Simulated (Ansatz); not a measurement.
Reaction (substitution at a C–Si bond): `C[SiH2]B[SiH3]` + `CB(N)O` → `COB(C)N` + `[SiH3]B[SiH3]`

Isolated molecules relaxed with PBE0-D4/def2-TZVP in Ansatz; ΔE leaves out vibrations. CBS: MP2 limit from def2 TZ/QZ plus the TZ coupled-cluster correction, frozen cores. This one scheme is used for every species. Functionals use def2-TZVPP. One conformer a species, not always the lowest.

```json
{"level": "r2SCAN-D4", "ΔE (kcal/mol)": "23.0"}
{"level": "ωB97M-V", "ΔE (kcal/mol)": "22.8"}
{"level": "B2PLYP", "ΔE (kcal/mol)": "22.0"}
{"level": "HF/def2-TZVPP", "ΔE (kcal/mol)": "19.5"}
{"level": "MP2/def2-QZVPP", "ΔE (kcal/mol)": "24.5"}
{"level": "SCS-MP2/def2-QZVPP", "ΔE (kcal/mol)": "22.7"}
{"level": "MP2/CBS(def2)", "ΔE (kcal/mol)": "24.9"}
{"level": "CCSD/CBS(def2)", "ΔE (kcal/mol)": "22.9"}
```

Problem. What does CCSD(T)/CBS give? (Estimate.)

Solution. The calculation gave: +23.1 kcal/mol. The listed levels differ from it by -0.1, -0.3, -1.1, -3.6, 1.4, -0.4, 1.8, -0.2 kcal/mol.

Largest T1 diagnostic among the species: 0.014.

In def2-TZVPP, CCSD(T) changes the Hartree–Fock value by +2.7 kcal/mol (the triples alone add +0.2 kcal/mol) and MP2 by +4.5 kcal/mol.
